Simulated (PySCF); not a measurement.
## Stationary points of H₄RuO₂

All numbers come from PySCF, PBE0, basis Ru def2-TZVP with ECP28, O def2-TZVP, H def2-TZVP (scalar-relativistic core potentials, no spin–orbit coupling, density fitting).

Relaxations began from a few typed shapes. The search is not exhaustive: other isomers or separated fragments can lie lower, and high-lying points may rest on an excited occupation.

(1) Order these stationary points by electronic energy, lowest first, in kJ/mol from the lowest minimum.
A. singlet D2h: H–H 0.809 Å (×2), Ru–H 1.848 Å (×4), Ru–O 1.685 Å (×2); H–H–Ru 77.4° (×4), H–Ru–H 25.3° (×2), H–Ru–H 154.7° (×2), H–Ru–H 180.0° (×2), H–Ru–O 90.0° (×8)
B. singlet C2v: H–H 0.798 Å (×2), Ru–H 1.946 Å (×4), Ru–O 1.654 Å (×2); H–H–Ru 78.2° (×4), H–Ru–H 23.7° (×2), H–Ru–H 66.1° (×2), H–Ru–H 71.2° (×2), H–Ru–O 80.9° (×4)
C. singlet C2v: Ru–H 1.569 Å (×2), Ru–H 1.622 Å (×2), Ru–O 1.711 Å (×2); H–Ru–H 60.0° (×4), H–Ru–H 71.4°, H–Ru–H 104.1°, H–Ru–O 79.2° (×2), H–Ru–O 105.0° (×4)
D. singlet Cs: H–H 0.935 Å, Ru–H 1.564 Å (×2), Ru–H 1.691 Å, Ru–H 1.698 Å, Ru–O 1.709 Å (×2); H–H–Ru 73.6°, H–H–Ru 74.4°, H–Ru–H 32.0°, H–Ru–H 59.4°, H–Ru–H 74.0° (×2)
E. singlet C2v: H–H 0.815 Å (×2), Ru–H 1.847 Å (×4), Ru–O 1.679 Å (×2); H–H–Ru 77.1° (×2), H–H–Ru 77.4° (×2), H–Ru–H 25.5° (×2), H–Ru–H 139.0°, H–Ru–H 164.5° (×2)

(2) Which of them are minima?

Results:

(1) E (0.0), A (2.2), B (18.5), D (137.3), C (153.0).

(2) By energy in kJ/mol, 0.0: minimum; 2.2: saddle point, 1 imaginary mode; 18.5: minimum; 137.3: minimum; 153.0: saddle point, 2 imaginary modes.
